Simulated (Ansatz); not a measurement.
The cluster Zn2I5⁻, relaxed as a singlet with RKS r2SCAN-D4/def2-SVPD in Ansatz, starting from the GFN1-xTB geometry. Force threshold 0.02 eV/Å.

In the def2 sets I takes a core potential; there is no spin–orbit coupling. The structure comes from a short search, and lower isomers may exist.

Start:

```tsv
atom	x (Å)	y (Å)	z (Å)
Zn1	-0.971	-2.447	0.073
Zn2	0.915	2.458	-0.072
I3	-0.662	0.256	0.244
I4	0.734	-3.713	-1.327
I5	0.294	4.288	1.596
I6	2.693	2.433	-1.893
I7	-3.003	-3.275	1.379
```

Q: Estimate the energy that the relaxation releases and the steps that it takes.

A: 0.67 eV, in 29 steps; 5.4 min on 4 threads of Arm Neoverse V1 on a shared host. The force fell under the threshold at step 9, but the optimiser went on and released 0.461 eV more. No frequencies were taken in this run, so the end may be a saddle point.

Q: Does the start keep its bonding and symmetry?

A: Bonds formed: Zn1–I6, Zn2–I4 (atoms count from 1). The end is the same structure that another start reached, the lowest one found.

Q: Predict the relaxed structure.

A: 
Cartesian coordinates in Å:
```
Zn -0.782 -1.151 -0.351
Zn 0.786 1.148 0.353
I -1.576 0.586 1.607
I 1.777 -1.394 0.575
I 2.163 3.164 0.969
I -0.189 0.798 -2.176
I -2.179 -3.151 -0.977
```
Bond lengths (bridged metal pairs left out): 8 × I–Zn 2.52 to 2.74 Å.
